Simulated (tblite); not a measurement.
CH₁₄OSi₅.
Numbering: `[OH:1][SiH2:2][CH2:3][Si:4]([SiH3:5])([SiH3:6])[SiH3:7]` (hydrogens: H8 on O1; H9, H10 on Si2; H11, H12 on C3; H13, H14, H15 on Si5; H16, H17, H18 on Si6; H19, H20, H21 on Si7)

Cartesian coordinates in Å at the GFN2-xTB level; atoms count from 1:
```xyz
21
CH14OSi5 angstrom
O      2.1782   -1.8802    0.4669
Si     2.5660   -0.3726   -0.0099
C      1.1081    0.4551   -0.9006
Si    -0.6160    0.2889   -0.0424
Si    -1.1082   -1.9969    0.0824
Si    -2.0977    1.4043   -1.4759
Si    -0.4580    1.2951    2.0622
H      1.9549   -2.5671   -0.1540
H      2.8484    0.2622    1.2702
H      3.7346   -0.4075   -0.8981
H      1.3373    1.5139   -1.0276
H      1.0287    0.0504   -1.9125
H     -0.4887   -2.7883   -0.9947
H     -2.5501   -2.2361   -0.0506
H     -0.7046   -2.6437    1.3322
H     -3.4642    1.3836   -0.9474
H     -1.7697    2.8171   -1.6941
H     -2.1751    0.8126   -2.8165
H     -1.7963    1.5700    2.5993
H      0.2418    2.5846    2.0462
H      0.2214    0.4715    3.0645
```

Computed with GFN2-xTB (tblite): harmonic, unscaled wavenumbers at the GFN2-xTB geometry, gas phase. The method is semi-empirical: single wavenumbers can be off by several per cent or more. Modes of hydrogen on silicon can be 10 to 20 % off. One conformer, not necessarily the lowest.

Harmonic wavenumbers (cm⁻¹): 27.5, 35.8, 41.0, 72.2, 78.2, 87.2, 99.0, 109.5, 127.2, 129.2, 159.5, 250.7, 281.5, 330.3, 380.8, 381.8, 386.3, 391.1, 400.7, 427.9, 473.7, 485.0, 491.8, 598.7, 625.5, 670.0, 751.6, 755.0, 756.3, 768.7, 781.7, 788.0, 812.0, 817.2, 821.7, 823.1, 826.7, 833.1, 840.0, 893.8, 1021.4, 1133.7, 1471.2, 2154.3, 2202.0, 2204.9, 2207.2, 2209.8, 2212.6, 2219.3, 2230.1, 2234.7, 2245.8, 2317.0, 2940.4, 2971.3, 3680.0.

A = 1057, B = 630.9, C = 585.9 MHz; mass 181.989 u (most abundant isotopes); point group C1, symmetry number 1.

**Question.** What is the zero-point energy?

**Answer.** Half the sum of the wavenumbers: 28233 cm⁻¹ = 337.75 kJ/mol.

**Question.** Entropy at 350 K, 1 bar (ideal gas, RRHO, classical rotation)?

**Answer.** Translation 177.09, rotation 132.07, vibration 289.71: S = 598.9 J/(mol K).

**Question.** And Cp and H(350 K) − H(0)?

**Answer.** Cp = 274.59 J/(mol K), of which vibrations give 241.33 (their classical limit is 57 R = 473.9); H(350 K) − H(0) = 59.96 kJ/mol without the zero-point energy, 48.32 from vibrations.

**Question.** Blend soft modes into free rotors: weight 1/[1 + (100 cm⁻¹/ν̃)⁴] for the oscillator and the rest for a rotor with moment μB/(μ + B), μ = h/(8π²ν), B = 10⁻⁴⁴ kg m². What vibrational entropy results?

**Answer.** 254.50 J/(mol K) in place of 289.71, which changes −T·S at 350 K by +12.32 kJ/mol.

**Question.** How do the functions run with temperature in this model?

**Answer.** 
```json
{"T (K)": "150", "S (J/(mol K))": "417.6", "Cp (J/(mol K))": "160.1", "H − H(0) (kJ/mol)": "15.55", "G − H(0) (kJ/mol)": "-47.09", "ln q(vib)": "7.97"}
{"T (K)": "250", "S (J/(mol K))": "514.9", "Cp (J/(mol K))": "224.6", "H − H(0) (kJ/mol)": "34.87", "G − H(0) (kJ/mol)": "-93.86", "ln q(vib)": "13.32"}
{"T (K)": "298.15", "S (J/(mol K))": "556.8", "Cp (J/(mol K))": "250.7", "H − H(0) (kJ/mol)": "46.33", "G − H(0) (kJ/mol)": "-119.67", "ln q(vib)": "15.73"}
{"T (K)": "400", "S (J/(mol K))": "636.8", "Cp (J/(mol K))": "294.0", "H − H(0) (kJ/mol)": "74.19", "G − H(0) (kJ/mol)": "-180.54", "ln q(vib)": "20.57"}
{"T (K)": "600", "S (J/(mol K))": "767.6", "Cp (J/(mol K))": "350.3", "H − H(0) (kJ/mol)": "139.06", "G − H(0) (kJ/mol)": "-321.49", "ln q(vib)": "29.10"}
{"T (K)": "900", "S (J/(mol K))": "920.5", "Cp (J/(mol K))": "403.2", "H − H(0) (kJ/mol)": "252.73", "G − H(0) (kJ/mol)": "-575.71", "ln q(vib)": "39.97"}
```

q(vib) and H(0) count from the zero-point level.

**Question.** Which modes carry the vibrational entropy at 350 K?

**Answer.** 27.5 cm⁻¹: 26.44; 35.8 cm⁻¹: 24.25; 41.0 cm⁻¹: 23.13; 72.2 cm⁻¹: 18.44; 78.2 cm⁻¹: 17.79; 87.2 cm⁻¹: 16.89 J/(mol K); the other 51 give 162.76 together.

**Question.** What must be added to the electronic energy to get the Gibbs energy at 350 K and 1 bar?

**Answer.** ZPE + [H(350 K) − H(0)] − T·S = 337.75 + 59.96 − 209.60 = 188.11 kJ/mol.

Hindered rotation and anharmonicity are outside this model. Other conformers, if any are populated, would add a mixing term that is left out. The structure is chiral; the term R ln 2 for an equal mix with its mirror image is left out.
